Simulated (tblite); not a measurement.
Run record: tight-binding relaxation, `[SiH3]O[SiH](O[SiH3])O[SiH2]Br`.

Computed with GFN2-xTB geometry optimisation, gas phase (tblite 0.8.0). Start geometry: from a force field or distance geometry. The command runs a driver script over a list of jobs; the input below is this job's line of settings and its coordinates in Å.

Command:
```bash
OMP_NUM_THREADS=1 python probes_run.py task.json out
```

Input:
```
{"job": {"kind": "relax", "xc": "GFN2-xTB", "basis": "xTB"}, "charge": 0, "multiplicity": 1}
Si     2.578100    -1.114300    -0.246300
O      1.179700    -1.109100    -1.285800
Si     0.017800     0.016800    -0.712800
O      0.880000     1.429600    -0.308600
Si    -0.032700     2.591100     0.537200
O     -0.835400    -0.666900     0.620000
Si    -2.278900    -1.435300     0.120400
Br    -3.052200    -2.885100     1.663900
H      3.802300    -1.461800    -0.994200
H      2.702300     0.175200     0.467600
H      2.322400    -2.135300     0.767500
H     -1.016600     0.270700    -1.751300
H     -1.126200     3.166800    -0.240100
H      0.905300     3.692100     0.865700
H     -0.581600     1.971900     1.729300
H     -2.148600    -2.091500    -1.179800
H     -3.322700    -0.402800    -0.062700
```

Output:
```
step      E/eV     max force
  0    -765.49839    2.994
  1    -765.90353    2.154
  2    -766.33431    2.295
  3    -766.43759    0.835
  4    -766.52294    0.806
  5    -766.60061    1.060
  6    -766.71248    1.056
  7    -766.79636    0.599
  8    -766.84120    0.454
  9    -766.87148    0.394
... (156 lines left out)
166    -767.40413    0.033
167    -767.40439    0.036
168    -767.40462    0.045
169    -767.40487    0.042
170    -767.40515    0.036
171    -767.40537    0.035
172    -767.40550    0.027
173    -767.40556    0.016
174    -767.40560    0.012
175    -767.40561    0.010
```

«max force» is the largest atomic force in eV/Å.

Task: From which step on does the largest force stay under 0.1 eV/Å, and how much energy is left to gain from there?

Result: From step 97 (0.079 eV/Å), 31.8 meV above the end.

In short: energy lowered by 44.0 kcal/mol over 175 steps; largest atomic force 0.010 eV/Å at the end.

Task: Estimate the wall time. Hardware: one thread, Arm Neoverse N1 (aarch64), shared host with 64 logical CPUs at a one-minute load of 57.

Result: About 3.7 s.
Labels such as C1 count atoms from 1, the log's own numbers from 0.
